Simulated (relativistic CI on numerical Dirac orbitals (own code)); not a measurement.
**Sr²⁴⁺: q coefficients and field-shift factors**

Computed by Dirac-Coulomb-Breit CI, separate exchange-only KLI orbitals for each configuration, derivatives by finite differences, unscaled Slater integrals, QED left out (own radial code, finite nucleus).

Configurations in the expansion (outside the closed core [Ne]): 3s2.3p2, 3s.3p3, 3s2.3p.3d, 3p4, 3s.3p2.3d, 3p3.3d, 3s2.3d2, 3s.3d3, 3p2.3d2, 3p.3d3. Double excitations out of closed p, d and f shells are left out; levels of such configurations are missing from the list, as are those of other unlisted configurations, and high levels can miss mixing partners.

With x = (α/α₀)² − 1 an excitation energy changes as ω = ω₀ + qx; K = 2q/ω₀ is the relative enhancement. Terms are leading LS components, so labels can repeat. The field-shift factor is F = δν/δ⟨r²⟩ for the transition from the lowest level.

Lowest level 3s2.3p2 3P_0.

```csv
Level,ω₀ (cm⁻¹),q (cm⁻¹),K,F (GHz/fm²)
3s2.3p2 3P_1,91865,118200,2.57,-1.17
3s2.3p2 3P_2,122454,124800,2.04,-1.24
3s2.3p2 1D_2,239282,239900,2.01,-2.92
3s2.3p2 1S_0,315331,238500,1.51,-4.1
3s.3p3 5S°_2,547601,201400,0.736,-121
3s.3p3 3D°_1,663081,183200,0.553,-108
3s.3p3 3D°_2,678249,229100,0.676,-109
3s.3p3 3D°_3,712480,265300,0.745,-109
3s.3p3 1D°_2,784631,233500,0.595,-77
3s.3p3 3P°_0,788293,269000,0.683,-110
3s.3p3 3P°_1,798422,282400,0.707,-110
3s2.3p.3d 3F°_2,862360,257200,0.597,-54.7
3s2.3p.3d 3F°_2,897844,250800,0.559,-44.6
3s.3p3 3S°_1,907178,241900,0.533,-124
3s2.3p.3d 3F°_3,923346,182600,0.395,-2.03
3s2.3p.3d 3P°_2,999628,165700,0.331,-27
3s2.3p.3d 3D°_1,1002187,162300,0.324,-21.2
3s2.3p.3d 3F°_4,1004559,278100,0.554,-1.13
3s.3p3 1P°_1,1034579,324300,0.627,-95.6
3s2.3p.3d 3D°_2,1085341,259200,0.478,-33.7
3s2.3p.3d 3D°_3,1094361,248800,0.455,-13.1
3s2.3p.3d 3P°_0,1094391,258900,0.473,-15.4
3s2.3p.3d 3P°_1,1109864,287000,0.517,-28.5
```

At this charge energies of transitions that change n are usually good to better than 1 %, and those within a shell (Δn = 0) to a few per cent.
